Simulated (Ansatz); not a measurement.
Reactions of `C[SiH](F)[SeH]`.

Gas-phase electronic energies from Ansatz, PBE0-D4/def2-TZVP geometries. CCSD(T)/CBS is the MP2 limit (def2-TZVPP, def2-QZVPP) plus CCSD(T) − MP2 in def2-TZVPP, frozen cores. This one scheme is used for every species. Open shells (•) are unrestricted, without spin–orbit coupling. For Br, Se outer-core shells are correlated without core-valence functions, which leaves a few kJ/mol of doubt a bond. Scalar relativity is left out up to krypton. One conformer a species, not always the lowest.

(1) Order these by ΔE at CCSD(T)/CBS, lowest first. (Estimate.)
A. `C[SiH](F)[SeH]` + H₂S → `C[SiH](F)S` + H₂Se
B. `C[SiH](F)[SeH]` + silanol → `F[SiH]([SeH])O[SiH3]` + CH₄
C. `C[SiH](F)[SeH]` + HBr → `C[SiH](F)Br` + H₂Se
D. `C[SiH](F)[SeH]` → `[CH3]`• + `F[SiH][SeH]`•
E. `C[SiH](F)[SeH]` → `C[SeH]` + `F[SiH]`

Largest T1 diagnostic: 0.015, for `F[SiH]`.

Answers

(1) B (-126.3 kJ/mol), C (-35.7 kJ/mol), A (+3.2 kJ/mol), E (+331.2 kJ/mol), D (+412.3 kJ/mol).
